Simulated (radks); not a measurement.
Question: Radial electron density D(r) = 4 pi r^2 rho(r) of an atom or ion with 34 electrons. Method: scalar-relativistic Kohn-Sham, r2SCAN, spin-polarised, spherical densities, finite nucleus; meta-GGA in the generalised Kohn-Sham scheme; Fermi nuclear charge, rms radius of each element as measured or else 0.836 A^(1/3) + 0.57 fm; computed with a radial shooting solver on a logarithmic mesh with Libxc functionals.

r (bohr)  D(r) (e/bohr)  spin D(r)
0.00431           6.410  0.0000282
0.004978          8.067  0.0000457
0.005703          9.954  0.0000727
0.006587          12.33   0.000119
0.007546          14.97   0.000191
0.008715          18.17   0.000315
0.01006           21.78   0.000518
0.01153           25.49   0.000827
0.01332           29.63    0.00135
0.01538           33.78    0.00218
0.01762           37.48    0.00342
0.02035           40.85    0.00542
0.02331           43.24    0.00828
0.02692           44.62     0.0127
0.03109           44.67     0.0193
0.03562           43.54     0.0278
0.04114           41.44     0.0400
0.04714           39.17     0.0546
0.05444           37.35     0.0732
0.06287           37.00     0.0937
0.07203           38.58      0.112
0.08318           42.26      0.127
0.09607           47.14      0.131
0.1101            51.36      0.120
0.1271            53.61     0.0908
0.1456            52.40     0.0515
0.1682            47.49    0.00975
0.1942            40.34    -0.0116
0.2225            33.95    0.00653
0.257             30.07     0.0752
0.2968            30.27      0.181
0.34              33.23      0.277
0.3927            36.51      0.318
0.4499            37.13      0.272
0.5196            33.81      0.147
0.6001            27.20     0.0172
0.6875            19.86    -0.0179
0.794             13.11      0.117
0.9096            8.817      0.419
1.051             6.503      0.850
1.213             5.620       1.25
1.39              5.166       1.46
1.605             4.467       1.44
1.854             3.422       1.20
2.124             2.317      0.850
2.453             1.302      0.495
2.81             0.6375      0.247
3.246            0.2454     0.0952
3.748           0.07544     0.0286
4.294           0.01974    0.00715
4.959          0.003651    0.00122
5.727         0.0004945   0.000145

What is the nuclear charge?

Answer: Z = 36. The innermost maximum, from 1s, lies near gamma/Z bohr with gamma = sqrt(1 - (Z/c)^2) = 0.965, here 0.0268 bohr (found: 0.0292), and its height grows with Z. The density is that of the krypton ion Kr2+ in [Ar] 3d10 4s2 4p4; the configuration itself is not fixed sharply by these data, and Z only to about a unit. D(r) has 3 maxima, at r = 0.0292, 0.130, 0.432 bohr, and minima at 0.0599, 0.274 bohr, inside which lie 2.06, 11.03 electrons.
